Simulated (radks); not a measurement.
Dipole-allowed excitations along the series with 29 electrons in [Ar] 3d10 4s1. Calculated with a radial shooting solver on a logarithmic mesh with Libxc functionals: non-relativistic Kohn-Sham, LDA (Slater exchange, VWN5 correlation), spin-polarised, spherical densities, point nucleus; open shells are filled with parallel spins first (spin-orbit coupling, left out, can overturn this in heavy ions). Time-dependent linear response with the Hartree and adiabatic LDA kernel, continuum included through the Sternheimer equations. Lines are the poles of the dipole polarisability below minus the highest occupied eigenvalue, found on a grid refined at the orbital gaps; the lowest seven at most are given, and weak or close lines can be missed. The first line takes the name of the lowest orbital gap if no other gap lies below it; otherwise a line is named after a gap within 0.6 % of it, if that gap stands alone.

species  -e(HOMO) (eV)  lowest orbital gap (eV)  first line (eV)      f  static alpha (bohr^3)
In20+           567.97             4s-4p 39.702   42.336 (4s-4p)  0.510                 0.2352
Sn21+           614.76             4s-4p 41.419   44.156 (4s-4p)  0.499                 0.2111
Sb22+           663.28             4s-4p 43.136   45.974 (4s-4p)  0.488                 0.1903
Te23+           713.52             4s-4p 44.852   47.793 (4s-4p)  0.478                 0.1721
I24+            765.47             4s-4p 46.568   49.610 (4s-4p)  0.468                 0.1562
Xe25+           819.15             4s-4p 48.284   51.428 (4s-4p)  0.459                 0.1422
